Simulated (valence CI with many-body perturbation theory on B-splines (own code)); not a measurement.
# Xe49+: E2, E3, M1, M2 decay

Calculated by valence CI with perturbative core correlation (CI+MBPT): three valence electrons over a frozen Dirac-Fock core [He], radial functions for each j: 11 s, 11 p, 9 d, 7 f, 5 g, 2 h, 1 i, with the one-electron correlation potential Σ1 (screened to all orders), the two-electron term Σ2, the three-electron term Σ3, Breit, model QED; selected single and double excitations, second order for the rest (own B-spline code, finite nucleus).

The last digits are not significant, and no measured levels were compared; by estimate large intervals hold to a few tenths of a per cent, small ones and those within an open d or f shell to about a per cent.

Lines 1 to 29 of 29 in falling wavelength, among levels below 6091.0 eV, chosen from the decays that carry over 1 % of a level's rate. Wavelengths and rates use the calculated energies. Electric multipoles are in the length gauge, E1 and E2 with the static RPA response of the core. Weak lines are less certain than strong ones. Lines between different terms over intervals too small for the method are left out, as are lines whose strength nearly cancels. The highest levels of a list are the least certain.

Levels are named by their leading jj configuration (3d3/2^4 stands for four electrons in 3d with j = 3/2), which in mixed levels can hold well under half, so a name can repeat and another be missing. Letters in brackets count levels of one name in rising energy.

```tsv
λ vac (nm)	Upper	Lower	Type	A (s⁻¹)	Branch %
4.013	(2s 2p1/2 2p3/2) J=3/2 [a]	(2s 2p1/2^2) J=1/2	M1	2.02e+08	5.3
3.794	(2s 2p3/2 3d5/2) J=9/2	(2s 2p1/2 3d5/2) J=7/2	M1	2.01e+08	1.4
3.460	(2s^2 2p3/2) J=3/2	(2s^2 2p1/2) J=1/2	M1	2.12e+08	31.0
0.2571	(2p1/2^2 3p1/2) J=1/2	(2p1/2^2 2p3/2) J=3/2	E2	3.30e+11	1.4
0.2541	(2s^2 3p1/2) J=1/2	(2s^2 2p3/2) J=3/2	E2	4.40e+11	15.7
0.2540	(2s 2p3/2 3p3/2) J=7/2	(2s 2p3/2^2) J=3/2	E2	1.02e+10	1.9
0.2501	(2s 2p3/2 3p3/2) J=7/2	(2s 2p3/2^2) J=5/2	E2	1.37e+11	25.7
0.2496	(2s 2p3/2 3p3/2) J=1/2 [b]	(2s 2p3/2^2) J=3/2	E2	2.40e+11	5.8
0.2493	(2s 2p1/2 3p3/2) J=5/2	(2s 2p1/2 2p3/2) J=5/2	E2	1.21e+11	1.5
0.2485	(2s^2 3p3/2) J=3/2	(2s^2 2p3/2) J=3/2	E2	2.02e+11	1.7
0.2468	(2s 2p3/2 3d5/2) J=9/2	(2s 2p3/2^2) J=5/2	M2	6.41e+09	44.8
0.2468	(2s 2p3/2 3d5/2) J=9/2	(2s 2p3/2^2) J=5/2	E3	3.34e+08	2.3
0.2459	(2s 2p3/2 3p3/2) J=1/2 [b]	(2s 2p3/2^2) J=5/2	E2	9.27e+10	2.2
0.2339	(2s 2p3/2 3p3/2) J=7/2	(2s 2p1/2 2p3/2) J=5/2	E2	1.23e+11	22.9
0.2333	(2s 2p1/2 3p3/2) J=5/2	(2s 2p1/2^2) J=1/2	E2	2.39e+11	2.9
0.2325	(2s 2p3/2 3p3/2) J=7/2	(2s 2p1/2 2p3/2) J=3/2 [a]	E2	1.78e+11	33.2
0.2323	(2s 2p3/2 3p3/2) J=1/2 [b]	(2s 2p1/2 2p3/2) J=3/2 [b]	E2	2.53e+11	6.1
0.2318	(2s^2 3p3/2) J=3/2	(2s^2 2p1/2) J=1/2	E2	2.37e+11	2.0
0.2309	(2s 2p3/2 3d5/2) J=9/2	(2s 2p1/2 2p3/2) J=5/2	M2	1.49e+09	10.4
0.2309	(2s 2p3/2 3d5/2) J=9/2	(2s 2p1/2 2p3/2) J=5/2	E3	3.23e+08	2.3
0.2296	(2s 2p3/2 3d5/2) J=9/2	(2s 2p1/2 2p3/2) J=3/2 [a]	E3	5.78e+08	4.0
0.2261	(2p1/2 2p3/2 3d3/2) J=7/2	(2s 2p1/2 2p3/2) J=3/2 [b]	E2	3.92e+11	22.1
0.2243	(2p1/2^2 3d3/2) J=3/2	(2s 2p1/2^2) J=1/2	E2	1.18e+12	1.5
0.2240	(2p1/2 2p3/2 3d3/2) J=7/2	(2s 2p1/2 2p3/2) J=5/2	E2	6.11e+11	34.5
0.2232	(2p1/2 2p3/2 3d3/2) J=5/2 [a]	(2s 2p1/2 2p3/2) J=3/2 [a]	E2	5.81e+11	1.2
0.2231	(2p1/2 2p3/2 3d3/2) J=1/2 [a]	(2s 2p1/2 2p3/2) J=3/2 [a]	E2	1.08e+12	1.6
0.2228	(2p1/2 2p3/2 3d5/2) J=9/2	(2s 2p1/2 2p3/2) J=5/2	E2	1.23e+12	76.8
0.2227	(2p1/2 2p3/2 3d3/2) J=7/2	(2s 2p1/2 2p3/2) J=3/2 [a]	E2	1.94e+11	10.9
0.2222	(2p1/2 2p3/2 3d5/2) J=7/2 [a]	(2s 2p1/2 2p3/2) J=3/2 [a]	E2	1.03e+12	6.9
```
